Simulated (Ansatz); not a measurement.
Consider the ligand exchange at a B–N bond: `BN=C=N` + `C[SiH](S)Cl` → `BS[SiH](C)Cl` + `N=C=N`.

Gas-phase electronic energies from Ansatz, PBE0-D4/def2-TZVP geometries. CCSD(T)/CBS is the MP2 limit (def2-TZVPP, def2-QZVPP) plus CCSD(T) − MP2 in def2-TZVPP, frozen cores. This one scheme is used for every species. DFT in def2-TZVPP. HSE06 is defined as in plane-wave codes. Each species was taken in one conformer, which may not be the lowest.

Q: Is it downhill or uphill in electronic energy at CCSD(T)/CBS, and by how much? (Best estimate.)

A: The calculation gave: Uphill: ΔE = +21.4 kJ/mol.

Q: What do these levels give: BLYP-D4, r2SCANh-D4, r2SCAN0-D4, BLYP, r2SCAN0, HSE06, RPA@PBE/def2-TZVPP, CCSD(T)/def2-SVP, HF/def2-TZVPP, MP2/def2-TZVPP, CCSD/def2-TZVPP, CCSD(T)/def2-TZVPP? (Estimate.)

A: The calculation gave: BLYP-D4 31.7, r2SCANh-D4 25.8, r2SCAN0-D4 26.1, BLYP 38.2, r2SCAN0 27.2, HSE06 27.9, RPA@PBE/def2-TZVPP 17.7, CCSD(T)/def2-SVP 32.1, HF/def2-TZVPP 39.4, MP2/def2-TZVPP 21.8, CCSD/def2-TZVPP 24.5, CCSD(T)/def2-TZVPP 21.2 kJ/mol.

Largest T1 diagnostic among the species: 0.017.

Leaving LDA and LC-ωPBE aside and taking each functional with its dispersion term where it has one, the values, not all of them listed here, spread over 13.2 kJ/mol, from revPBE-D4 to CAM-B3LYP-D4. LDA lies +3.5 kJ/mol from PBE without D4. At CCSD(T), def2-SVP lies +10.7 kJ/mol from the extrapolated value and def2-TZVPP −0.2 kJ/mol.
